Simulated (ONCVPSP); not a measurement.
**Configuration tests for ytterbium (Yb) (ONCV)**

```json
{
  "Element": "Yb (Z = 70)",
  "Generator": "ONCVPSP 4.0.1",
  "Type": "optimised norm-conserving Vanderbilt (ONCV)",
  "Functional": "PBE",
  "Relativity": "scalar-relativistic",
  "Frozen core": "[Kr] 4d10 4f13",
  "Valence charge": "11",
  "Reference configuration": "5s2 5p6 5d1 6s1.5 6p0.5",
  "Partial waves": "5s+6s: rc 2.15 bohr, ncon 4, nbas 8, qcut 4.2 1/bohr, 2 projectors; 5p+6p: rc 2.65 bohr, ncon 4, nbas 7, qcut 4.3 1/bohr, 2 projectors; 5d: rc 3.00 bohr, ncon 3, nbas 8, qcut 4.3 1/bohr, 2 projectors, debl 0.7 Ha",
  "Local potential": "polynomial inside 2.10 bohr (lpopt 1, dvloc0 6 Ha)",
  "Core correction": "polynomial model core, fcfact 0.4"
}
```

Energies are relative to the spin-unpolarised reference configuration 5s2 5p6 5d1 6s1.5 6p0.5; without spin polarisation the order of configurations can differ from experiment.

```json
{"valence configuration": "5s2 5p6 5d1 6s2 6p0", "charge": "0", "ΔE all-electron (eV)": "-1.642", "error AE − PS (meV)": "-0.5"}
{"valence configuration": "5s2 5p6 5d1 6s0 6p0", "charge": "+2", "ΔE all-electron (eV)": "18.720", "error AE − PS (meV)": "-34"}
```

Q: What are ΔE and the potential's error for 5s2 5p6 5d1 6s0 6p1?

A: ΔE = 9.759 eV all-electron; the error (AE − PS) is -15 meV.

Q: What are ΔE and the potential's error for 5s2 5p6 5d1 6s1 6p0?

A: ΔE = 5.614 eV all-electron; the error (AE − PS) is -3.4 meV.
